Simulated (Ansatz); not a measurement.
```yaml
crystal:
  periodic: [false, false, false]
  atoms:
    - {symbol: F, position_ang: [-0.156805, -0.912844, -5.609553]}
    - {symbol: Si, position_ang: [0.857784, 2.095462, -3.987477]}
    - {symbol: C, position_ang: [1.882406, 0.522139, -0.300563]}
    - {symbol: Si, position_ang: [-1.479236, -0.435710, 1.922603]}
    - {symbol: H, position_ang: [-3.753855, 1.901801, 1.580835]}
    - {symbol: H, position_ang: [3.163704, 2.150131, 0.930478]}
    - {symbol: H, position_ang: [3.186044, -1.491387, -0.553835]}
    - {symbol: H, position_ang: [-2.747674, -3.256385, 0.877484]}
    - {symbol: H, position_ang: [-0.757446, -0.675071, 5.102403]}
basis:
  gaussian: {orbitals: cc-pVDZ}
hamiltonian: {xc: {name: BHLYP}}
accuracy: high
output: {forces: true}
```

```sh
$ ansatz run in.yaml --threads 2 --pin off --events-out ev --progress --plain --max-ram 4352MiB
```

Shortened log:

```
Functional definition: BHLYP
1686 factors; integrals over basis functions are off by at most 7.9e-9 eV
mean field evaluation 1: about -19529.1122 eV, gradient 6.1e1 eV
mean field evaluation 2: about -19085.5661 eV, gradient 2.2e2 eV
mean field evaluation 4: about -19509.7028 eV, gradient 7.8e1 eV
mean field evaluation 8: about -19551.9439 eV, gradient 9.3e-1 eV
mean field evaluation 16: about -19552.0206 eV, gradient 6.3e-7 eV
mean field -19552.02057381 eV, -718.5235032521 hartree, gradient 2.7e-8 eV, S^2 0.000000; 6 other end points of the search recorded, 0 dependent functions left out
reference -19552.02062607 eV, -718.5235051726 hartree; 24, 24 occupied and 65, 65 virtual orbitals, 1686 factors
Total energy: -19552.02062607 eV, -718.5235051726 hartree
Atom 0 at    -0.156805    -0.912844    -5.609553 Å, force     0.490363     1.447693     0.786163 eV/Å
Atom 1 at     0.857784     2.095462    -3.987477 Å, force    -0.430299    -1.550793    -0.510852 eV/Å
Atom 2 at     1.882406     0.522139    -0.300563 Å, force     2.452910    -0.369059     0.875063 eV/Å
Atom 3 at    -1.479236    -0.435710     1.922603 Å, force    -1.070065    -0.339760     0.743828 eV/Å
Atom 4 at    -3.753855     1.901801     1.580835 Å, force     0.946615    -0.915011     0.102147 eV/Å
Atom 5 at     3.163704     2.150131     0.930478 Å, force    -1.306408    -1.921877    -1.394671 eV/Å
Atom 6 at     3.186044    -1.491387    -0.553835 Å, force    -1.346138     2.359344     0.355318 eV/Å
Atom 7 at    -2.747674    -3.256385     0.877484 Å, force     0.553495     1.183344     0.425138 eV/Å
Atom 8 at    -0.757446    -0.675071     5.102403 Å, force    -0.290474     0.106119    -1.382133 eV/Å
Dipole moment:     0.759802     1.587601     0.199752 e Å
```

In this input the geometry is stretched to more than twice its size. The calculation finished and met its thresholds. The result belongs to that input, not to the molecule as meant.
